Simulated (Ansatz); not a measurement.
BiIO⁺. Total charge 1; doublet. Geometry B3LYP-D4/def2-TZVP, that of the neutral singlet; atoms count from 1.

```csv
atom,x (Å),y (Å),z (Å)
Bi1,0.6218,0.7485,0.2338
O2,0.8262,-0.7785,1.3502
I3,-1.4481,0.0300,-1.5840
```

In the def2 sets Bi, I take a core potential; there is no spin–orbit coupling. The structure comes from a short search, and lower isomers may exist.

Q: Estimate the Mulliken populations from the PBE0/def2-TZVP orbitals of Ansatz.

A: 
```
atom  charge (e)  spin (α − β)
 Bi1        1.14         -0.14
  O2       -0.26          0.90
  I3        0.12          0.24
```
Mulliken values depend strongly on the basis.

Q: Where does the spin sit?

A: Summed by element: Bi -0.14, O 0.90, I 0.24, of 1 unpaired in all. Largest on single atoms: O2 0.90, I3 0.24, Bi1 -0.14.

Q: And the Mayer bond orders between heavy atoms (over 0.3)?

A: Bi1–O2 1.40 (1.90 Å); Bi1–I3 1.28 (2.85 Å).
